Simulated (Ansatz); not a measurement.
Program: Ansatz. Geometries: PBE0-D4/def2-TZVP. ΔE: electronic, gas phase. CBS: MP2 limit from def2 TZ/QZ plus the TZ coupled-cluster correction, frozen cores. This one scheme is used for every species. DFT in def2-TZVPP. def2 core potentials past Kr. For Br, Te outer-core shells are correlated without core-valence functions, which leaves a few kJ/mol of doubt a bond. Scalar relativity is left out up to krypton. One conformer a species, not always the lowest.

Consider the substitution at a C–Cl bond: `OC(F)(Cl)Br` + H₂Te → `OC(F)(Br)[TeH]` + HCl.

`OC(F)(Cl)Br`:

Cartesian coordinates in Å:
```
O -0.032 0.699 0.902
C -0.086 -0.044 -0.216
F -1.120 -0.906 -0.180
Cl 1.386 -1.028 -0.442
Br -0.343 1.155 -1.709
H 0.195 0.125 1.646
```

H₂Te:

Z-matrix (Å, degrees):
```
Te
H 1 1.656
H 1 1.656 2 90.4
```

`OC(F)(Br)[TeH]`:

Z-matrix (Å, degrees):
```
C
F 1 1.357
Br 1 1.942 2 107.6
O 1 1.355 2 110.7 3 116.2
Te 1 2.193 2 108.0 3 -122.3
H 4 0.967 1 108.2 2 62.5
H 5 1.655 1 92.2 2 31.9
```

HCl:

```xyz
2

Cl    0.559    0.302   -0.074
H    -0.559   -0.302    0.074
```

```csv
level,ΔE (kJ/mol)
LDA (SPW92),-3.7
r2SCAN,-7.3
r2SCAN0,-4.5
BHLYP,-3.0
CCSD(T)/def2-TZVPP,-12.5
MP2/def2-QZVPP,-20.3
HF/CBS(def2),3.1
CCSD/CBS(def2),-15.3
```

Problem. What does CCSD(T)/CBS give? (Estimate.)

Solution. Computed: -17.6 kJ/mol. The listed levels differ from it by 13.9, 10.3, 13.1, 14.6, 5.1, -2.7, 20.7, 2.3 kJ/mol.

Problem. What do rigid-rotor, harmonic-oscillator terms from PBE0-D4/def2-TZVP frequencies (298.15 K, 1 bar) make of the CCSD(T)/CBS value? (Best estimate.)

Solution. The calculation gave: ΔZPE = +1.0 kJ/mol, ΔH = -14.5 kJ/mol, ΔS = -4 J/(mol·K), ΔG = -13.5 kJ/mol.

Largest T1 diagnostic among the species: 0.011.

From PBE to PBE0 (25 % exact exchange), in def2-TZVPP and without D4, ΔE moves by +3.4 kJ/mol. The D4 term adds −5.9 kJ/mol with B3LYP and −3.2 kJ/mol with PBE0; it sums over pairs of atoms, weighted by their polarisabilities, and B3LYP, whose exchange is more repulsive, gets the larger term.

B3LYP here is the variant with VWN-RPA as its local correlation; programs differ in this.
